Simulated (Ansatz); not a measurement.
One change: `C[SiH](O)BO` becomes `C[SiH](O)Br`.

Ansatz, PBE0-D4/def2-TZVP geometries, multiplicity 1. Each molecule was computed in one conformer, which needn't be the lowest.

Scalar relativity is left out up to krypton.

```csv
property,`C[SiH](O)BO`
LUMO energy (PBE/def2-TZVPP) / eV,-1.94
zero-point energy (PBE0-D4/def2-TZVP) / kJ/mol,229.5
HOMO–LUMO gap (PBE0/def2-TZVPP) / eV,6.25
size of the dipole moment (ωB97M-V/def2-TZVPP) / D,2.44
LUMO energy (B3LYP/def2-TZVPP) / eV,-1.20
HOMO–LUMO gap (PBE/def2-TZVPP) / eV,3.99
```

Task: What does the change do to each property? (Estimate.)

Result: The calculation gave: 
| property | `C[SiH](O)Br` | shift |
| --- | --- | --- |
| LUMO energy (PBE/def2-TZVPP) / eV | -0.36 | 1.58 |
| zero-point energy (PBE0-D4/def2-TZVP) / kJ/mol | 160.2 | -69.3 |
| HOMO–LUMO gap (PBE0/def2-TZVPP) / eV | 8.75 | 2.50 |
| size of the dipole moment (ωB97M-V/def2-TZVPP) / D | 2.01 | -0.43 |
| LUMO energy (B3LYP/def2-TZVPP) / eV | 0.21 | 1.41 |
| HOMO–LUMO gap (PBE/def2-TZVPP) / eV | 6.58 | 2.59 |

With PBE0 the HOMO falls by 0.99 eV and the LUMO rises by 1.51 eV, so the gap widens by about 2.50 eV. PBE moves the HOMO by -1.02 eV and ωB97M-V by -1.03 eV. The zero-point energy changes by -69.3 kJ/mol with -9 modes. Dipoles are sizes alone; their direction can turn.

B3LYP here is the variant with VWN-RPA as its local correlation; programs differ in this.

Spin–orbit coupling is left out; it splits and shifts lone-pair levels of the heavy atoms by tenths of an eV.
